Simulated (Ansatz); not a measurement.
`C[SiH2]N[SiH](O)O` + `N[PH][AlH2]` → `N[SiH](O)O` + `C[SiH2]N[PH][AlH2]`  (redistribution)

Calculated with Ansatz (gas phase, PBE0-D4/def2-TZVP geometries, no zero-point term in ΔE). CCSD(T)/CBS is the MP2 limit (def2-TZVPP, def2-QZVPP) plus CCSD(T) − MP2 in def2-TZVPP, frozen cores. This one scheme is used for every species. Functionals use def2-TZVPP. Each species was taken in one conformer, which may not be the lowest.

`C[SiH2]N[SiH](O)O`:

```xyz
15

C     1.416    1.530   -1.612
Si    1.356    0.525   -0.040
N    -0.268    0.272    0.506
Si   -1.092   -1.185    0.835
O    -2.523   -1.339    0.035
O    -1.522   -1.228    2.414
H     0.957    2.511   -1.468
H     2.452    1.690   -1.924
H     0.888    1.023   -2.423
H     1.944   -0.821   -0.260
H     2.154    1.236    0.999
H    -0.769    1.109    0.779
H    -0.169   -2.282    0.465
H    -2.493   -1.339   -0.923
H    -2.331   -1.701    2.616
```

`N[PH][AlH2]`:

Z-matrix (Å, degrees):
```
N
P 1 1.710
H 1 1.007 2 119.7
H 1 1.008 2 114.2 3 -135.4
Al 2 2.315 1 105.5 3 -56.1
H 2 1.432 1 106.6 3 45.7
H 5 1.588 2 116.5 1 164.3
H 5 1.587 2 121.6 1 -21.2
```

`N[SiH](O)O`:

Cartesian coordinates in Å:
```
N 0.866 -0.840 0.354
Si -0.404 0.026 -0.403
O 0.252 1.389 -1.036
O -1.575 0.246 0.723
H 0.652 -1.649 0.917
H 1.741 -0.966 -0.130
H -1.102 -0.606 -1.539
H 0.864 1.876 -0.482
H -1.294 0.523 1.596
```

`C[SiH2]N[PH][AlH2]`:

Z-matrix (Å, degrees):
```
C
Si 1 1.862
H 1 1.093 2 110.4
H 1 1.093 2 110.5 3 -119.4
H 1 1.092 2 111.0 3 120.2
N 2 1.735 1 111.7 3 -59.1
H 2 1.489 1 111.4 3 -176.5
H 2 1.491 1 108.7 3 63.9
P 6 1.710 2 122.0 1 59.3
H 6 1.007 2 118.1 1 -128.5
Al 9 2.318 6 107.2 2 -148.7
H 9 1.427 6 104.7 2 108.5
H 11 1.588 9 120.1 6 22.3
H 11 1.587 9 117.7 6 -163.2
```

```
       level  ΔE (kJ/mol)
      PBE-D4         -0.2
   r2SCAN-D4          1.3
        PBE0          2.5
HF/CBS(def2)          5.4
```

**Question.** What does CCSD(T)/CBS give? (Estimate.)

**Answer.** The calculation gave: +0.7 kJ/mol. The listed levels differ from it by -0.9, 0.6, 1.8, 4.7 kJ/mol.

Largest T1 diagnostic among the species: 0.013.

In def2-TZVPP, CCSD(T) changes the Hartree–Fock value by −4.6 kJ/mol (the triples alone add −0.9 kJ/mol) and MP2 by −6.6 kJ/mol.
